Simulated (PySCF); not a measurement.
# Dipole response of Mo⁺ (molybdenum, charge +1)

[Kr] 4d5, high-spin 6S determinant. All numbers are calculated (PySCF 2.14, scalar relativity through the core potential, in def2-QZVPPD with the def2 core potential (28 electrons)). Coupled (time-dependent) response in atomic units; α is the mean over directions.

| method | mean α (bohr³) | C₆ (like pair) | S(−4) |
| --- | --- | --- | --- |
| UHF | 17.05 | 107.6 | 165.9 |
| PBE | 20.90 | 132.9 | 312.2 |
| PBE0 | 19.38 | 123.2 | 245.0 |
| MN15 | 20.06 | 128.2 | 262.3 |
| PBEsol | 21.00 | 134.6 | 307.0 |

S(−4) is the Cauchy moment in α(ω) = α(0) + S(−4) ω² + …

α(iu) at PBE0:

| u (hartree) | α(iu) (bohr³) |
| --- | --- |
| 0 | 19.38 |
| 0.0500 | 18.80 |
| 0.100 | 17.36 |
| 0.200 | 14.03 |
| 0.300 | 11.52 |
| 0.500 | 8.444 |
| 0.750 | 6.171 |
| 1.00 | 4.687 |
| 1.50 | 2.929 |
| 2.00 | 1.982 |
| 3.00 | 1.062 |
| 5.00 | 0.4382 |

A single London oscillator, α(iu) = α/(1 + u²/ω²), gives C₆ = (3/4) ω α². Matching the computed C₆ needs ω = 4 × 123.2 / (3 × 19.38²) = 0.437 hartree.

For an ion, C₆ is the dispersion term alone; charge-induced terms of lower order in 1/R come first.

Energies and moments cover only the electrons outside the core potential.
